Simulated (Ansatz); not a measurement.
```xyz
10

C    -2.142   -1.190   -1.463
C    -1.470   -0.596   -0.656
Sn   -0.284    0.443    0.697
C     1.734    0.477    0.048
Cl   -0.334   -0.791    2.678
H    -2.740   -1.720   -2.169
H    -0.997    1.944    1.055
H     2.351    0.972    0.796
H     2.075   -0.549   -0.085
H     1.807    1.011   -0.900
```

The species carries charge 0 and has multiplicity 1. Sn takes the def2 core potential.

Task: List the PBE0/def2-TZVPP orbital energies in eV (Ansatz 0.2.0). (Best estimate.)

Result: Ansatz gave: Occupied: -2766.80, -278.63, -278.53, -278.37, -258.64, -196.92, -196.78, -196.78, -140.71, -95.41, -95.32, -95.26, -29.26, -29.16, -29.10, -29.01, -28.99, -22.15, -21.08, -19.87, -15.63, -14.31, -12.04, -11.99, -10.67, -10.02, -9.69, -8.72, -8.61, -8.39, -8.22. Lowest empty: -0.76, -0.09, 0.13, 0.95, 1.28, 1.78, 2.12, 2.31.
